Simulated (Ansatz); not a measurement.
The cluster Mg3O3⁺. Charge 1, multiplicity 2. Geometry r2SCAN-D4/def2-SVP; atoms count from 1.

Cartesian coordinates in Å:
```
Mg -3.3842 -0.5727 -1.7899
Mg 2.8365 0.4738 1.4975
Mg -0.2442 -0.0391 -0.1290
O -1.8275 -0.3044 -0.9677
O 1.2456 -0.5002 1.0434
O 1.3738 0.9424 0.3458
```

Another isomer (doublet) lies 0.70 eV lower at PBE0-D4/def2-TZVP; other spin states weren't run for this one.

(1) Estimate the Mulliken populations from the PBE0/def2-TZVP orbitals of Ansatz.

(2) Where does the spin sit?

(3) And the Mayer bond orders between bonded heavy atoms (over 0.3)?

## Answers

(1) 
```json
{"atom": "Mg1", "charge (e)": "0.95", "spin (α − β)": "0.46"}
{"atom": "Mg2", "charge (e)": "0.98", "spin (α − β)": "0.51"}
{"atom": "Mg3", "charge (e)": "1.05", "spin (α − β)": "0.05"}
{"atom": "O4", "charge (e)": "-0.92", "spin (α − β)": "-0.01"}
{"atom": "O5", "charge (e)": "-0.53", "spin (α − β)": "0.00"}
{"atom": "O6", "charge (e)": "-0.53", "spin (α − β)": "0.00"}
```
Mulliken values and Mayer orders depend strongly on the basis.

(2) Summed by element: Mg 1.02, O -0.02, of 1 unpaired in all. Largest on single atoms: Mg2 0.51, Mg1 0.46, Mg3 0.05.

(3) Mg1–O4 0.97 (1.78 Å); Mg2–O5 0.45 (1.92 Å); Mg2–O6 0.45 (1.92 Å); Mg3–O4 0.81 (1.81 Å); Mg3–O5 0.36 (1.95 Å); Mg3–O6 0.36 (1.95 Å); O5–O6 0.78 (1.61 Å). Values over 0.3 also appear between atoms too far apart for a bond (Mg1–Mg2 0.43 at 7.11 Å); they arise where an orbital or an unpaired electron spreads over both atoms.
